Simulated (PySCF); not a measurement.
BBr2HO, SMILES OB(Br)Br. Coordinates come from a PBE0-D3(BJ)/def2-SVP optimisation. Other conformers were not sampled.

Level of theory: PBE0-D3(BJ)/def2-SVP (PySCF).

Harmonic wavenumbers (cm⁻¹): 170, 304, 436, 456, 577, 783, 1086, 1401, 3882. Rotational constants (GHz): 5.742, 1.143, 0.9535; symmetry number 1.

**Question.** Work out the zero-point energy and the ideal-gas rigid-rotor harmonic-oscillator thermochemistry at 298.15 K and 1 atm.

**Answer.** ZPE = ½ Σ hcν = ½ × 9095 cm⁻¹ = 54.40 kJ/mol. H − E(el) = 69.17 kJ/mol. Entropy in J/(mol K): translation 174.03, rotation 118.54, vibration 26.13, total 318.70. G − E(el) = -25.85 kJ/mol. Cp = 68.58 J/(mol K).
